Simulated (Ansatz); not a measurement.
Cartesian coordinates in Å:
```
S -0.9502 1.4563 0.9484
Hf 0.1218 -0.1998 -0.4434
Cl -0.3446 0.4096 -2.6305
Cl 2.4053 -0.2004 -0.0084
Cl -0.7296 -2.2997 0.0751
H -0.5027 0.8340 2.0589
```

Charge 0, multiplicity 1. Hf takes the def2 core potential.

List the CAM-B3LYP/def2-TZVPP orbital energies in eV (Ansatz). (An estimate is asked.)

Computed: Occupied: -2764.84, -2764.70, -2764.70, -2420.12, -259.64, -259.50, -259.50, -218.19, -198.61, -198.58, -198.57, -198.48, -198.48, -198.44, -198.44, -198.44, -198.44, -162.77, -162.65, -162.61, -71.65, -39.98, -39.92, -39.84, -24.84, -24.53, -24.47, -22.15, -13.47, -12.95, -12.39, -12.38, -11.91, -11.89, -11.69, -11.35, -11.27, -10.96, -10.63, -9.53. Lowest empty: -1.16, -0.83, -0.39, -0.32, -0.17, 0.28, 1.96, 3.43.
